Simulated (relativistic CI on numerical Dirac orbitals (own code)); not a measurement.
Method of calculation: Dirac-Coulomb-Breit CI, separate exchange-only KLI orbitals for each configuration, model QED, unscaled Slater integrals (own radial code, finite nucleus).

CI space (outside the closed core [Ar] 3d10): 4s2 4p5, 4s 4p6, 4s2 4p4 4d, 4s 4p5 4d, 4s2 4p4 4f, 4s 4p5 4f, 4p6 4d, 4s 4p4 4d2, 4s2 4p3 4d 4f, 4p6 4f, 4p5 4d 4f, 4s 4p4 4f2, 4s2 4p4 5s, 4p6 5s, 4s2 4p4 5p, 4s 4p4 4d 5s, 4s2 4p3 4f 5s, 4s 4p5 5s, 4s2 4p4 5d, 4s 4p5 5p, 4s2 4p4 5f, 4s2 4p4 5g, 4s 4p5 5d, 4p5 4f 5s, 4s 4p5 5f, 4s2 4p4 6s, 4s2 4p4 6p, 4s2 4p3 4d2, 4s2 4p2 4d3, 4s 4p3 4d3, 4s2 4p2 4d2 4f, 4s 4p3 4d2 4f, 4s2 4p2 4d2 5s, 4p5 4d2, 4p4 4d3, 4p4 4d2 4f, 4p4 4d2 5s, 4p5 4d 5s, 4p4 4d 4f 5s, 4p4 4d 5s2, 4s2 4p3 5s2, 4s2 4p2 4d 5s2, 4s 4p3 4d 5s2, 4s2 4p2 4f 5s2, 4s 4p3 4f 5s2. Double excitations out of closed p, d and f shells are left out; levels of such configurations are missing from the list, as are those of other unlisted configurations, and high levels can miss mixing partners. These lack a partner that the ground configuration has and come out too high: 4s2 4p4 5p, 4s 4p5 5s, 4s2 4p4 5d, 4s 4p5 5p, 4s2 4p4 5f.

At this charge energies of transitions that change n are usually good to better than 1 %, and those within a shell (Δn = 0) to a few per cent.

Outline of the computed level scheme of Os XLII. Lowest level of each configuration: 4s2 4p5 2P°_3/2 at 0.000 eV; 4s2 4p4 4d 4D_3/2 at 156.654 eV; 4s 4p6 2S_1/2 at 221.538 eV; 4s2 4p3 4d2 4F°_3/2 at 320.915 eV.

Some strong electric-dipole decays among the lowest 45 levels: 4s2 4p4 4d 2S_1/2 → 4s2 4p5 2P°_3/2 (3.0e+12 s⁻¹); 4s2 4p4 4d 2D_5/2 → 4s2 4p5 2P°_3/2 (2.3e+12 s⁻¹); 4s2 4p4 4d 2P_3/2 → 4s2 4p5 2P°_3/2 (1.5e+12 s⁻¹); 4s2 4p4 4d 2P_1/2 → 4s2 4p5 2P°_1/2 (1.4e+12 s⁻¹); 4s2 4p4 4d 2D_3/2 → 4s2 4p5 2P°_1/2 (7.8e+11 s⁻¹); 4s 4p6 2S_1/2 → 4s2 4p5 2P°_3/2 (7.2e+11 s⁻¹); 4s2 4p4 4d 2D_5/2 → 4s2 4p5 2P°_3/2 (6.5e+11 s⁻¹); 4s2 4p4 4d 2P_3/2 → 4s2 4p5 2P°_3/2 (6.0e+11 s⁻¹).

LS names give the leading component of a level, which can be under half, so a name can repeat, a term be missing and a line seem to break the LS rules.
